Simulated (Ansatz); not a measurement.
Cartesian coordinates in Å:
```
O 0.367 0.426 -1.432
C 0.506 -0.820 -0.562
Si -1.151 -1.593 -0.236
Al 1.213 0.801 0.297
B -0.048 1.971 1.595
F -1.065 2.670 1.097
H 0.896 0.341 -2.231
H 1.254 -1.482 -0.999
H -2.050 -0.597 0.404
H -0.920 -2.724 0.702
H -1.828 -2.110 -1.460
H 2.763 1.058 0.028
H 0.063 2.059 2.797
```

Charge 0, multiplicity 1. The bonds changed during the relaxation, so this is another structure than the one it started from.

Task: List the ωB97M-V/def2-TZVPP orbital energies in eV (Ansatz). (Best estimate.)

Result: The calculation gave: Occupied: -1806.80, -1531.51, -677.70, -527.95, -282.28, -188.92, -147.90, -116.13, -102.01, -102.00, -102.00, -75.77, -75.65, -75.60, -36.45, -32.63, -21.94, -18.37, -18.05, -17.48, -15.74, -15.38, -15.32, -14.19, -13.94, -12.64, -12.05, -11.76, -11.50, -9.63, -9.04. Lowest empty: 0.41, 0.95, 1.92, 2.50, 2.76, 2.90, 3.10, 3.41.
